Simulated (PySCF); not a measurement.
PySCF 2.14 output of an unrestricted M06-L calculation on a single atom or ion in aug-cc-pwCVDZ, with the non-relativistic Hamiltonian (point nucleus):

```
SCF conv_tol = 1e-09
number electrons alpha = 3  beta = 2
    Y. Zhao and D. G. Truhlar.,  J. Chem. Phys. 125, 194101 (2006)
    Y. Zhao and D. G. Truhlar.,  J. Chem. Phys. 125, 194101 (2006)
    Y. Zhao and D. G. Truhlar.,  Theor. Chem. Acc. 120, 215 (2008)
cycle= 1 E= -51.8876136398007  delta_E= -0.000571  |g|= 0.00728  |ddm|= 0.216
cycle= 2 E= -51.8876637909321  delta_E= -5.02e-05  |g|= 0.00246  |ddm|= 0.0632
cycle= 3 E= -51.8876715362732  delta_E= -7.75e-06  |g|= 0.000459  |ddm|= 0.0327
cycle= 4 E= -51.8876717926316  delta_E= -2.56e-07  |g|= 4.16e-05  |ddm|= 0.00594
cycle= 5 E= -51.8876717945795  delta_E= -1.95e-09  |g|= 2.26e-06  |ddm|= 0.000563
cycle= 6 E= -51.8876717945815  delta_E= -2.09e-12  |g|= 2.38e-07  |ddm|= 1.61e-05
converged SCF energy = -51.8876717945815  <S^2> = 0.75009114  2S+1 = 2.0000911
```

The run itself started from symmetry-adapted Hartree-Fock orbitals and held the occupation by maximum overlap, on a logarithmic radial grid, so the iterations belong to that start.

**Question.** Which element, charge and spin multiplicity is this?

**Answer.** N²⁺ (nitrogen, charge +2), multiplicity 2; the state was [He] 2s2 3s1, 2S determinant (an excited configuration).

The outer electron is Rydberg-like, and this basis confines it to a smaller radius and binds it less than a complete one would.
